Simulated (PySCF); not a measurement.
Molecule: SMILES C=C(C)[SiH](O)O, C3H8O2Si.

Geometry (Å), atoms numbered from 1 in this order:
```xyz
14

C    -0.609    1.511   -0.745
C    -0.533    0.309   -0.188
C    -1.717   -0.607   -0.167
Si    1.033   -0.356    0.628
O     2.358    0.563    0.367
O     1.341   -1.789   -0.066
H     0.231    2.186   -0.774
H    -1.515    1.872   -1.210
H    -1.452   -1.551   -0.639
H    -2.571   -0.174   -0.684
H    -1.998   -0.826    0.862
H     0.847   -0.521    2.073
H     2.344    1.489    0.586
H     2.239   -2.108   -0.099
```

Frames of a GFN2-xTB Langevin trajectory at 600 K; GIAO PBE0/pcSseg-1 shieldings in PySCF, gas phase, non-relativistic; equivalent atoms averaged within each frame.

References, each an isolated molecule treated in the same way: TMS for 13C (σref 186.93), 29Si (σref 349.16), 1H (σref 31.72); H2O for 17O (σref 336.08). The references are static minima.

Task: How do the shifts (ppm) fluctuate along the trajectory?

Result: 
```csv
time (fs),C2,C1,C3,Si4,O5/O6,H8,H7,H12,H13/H14,H9/H10/H11
250,157.6,140.1,23.6,-7.7,71.3,6.32,5.94,5.42,2.55,1.21
425,159.7,138.3,19.9,-23.9,71.1,6.69,6.32,6.38,3.77,1.59
625,179.2,134.3,23.4,-51.2,56.6,6.01,6.35,5.22,2.51,2.35
800,174.0,129.0,20.3,-34.4,91.4,6.14,6.71,5.34,3.82,2.53
1000,156.2,142.6,33.1,-26.5,82.3,6.78,7.21,5.28,3.07,3.83
mean of frames,165.3,136.9,24.1,-28.8,74.6,6.39,6.51,5.53,3.14,2.30
standard deviation,10.5,5.3,5.3,15.9,13.1,0.34,0.48,0.48,0.64,1.01
```

5 frames give an uncertainty of the mean of about the standard deviation over 2.2 at best, since frames this close in time may not be independent; classical motion lacks zero-point vibration, and the reference would need the same averaging.
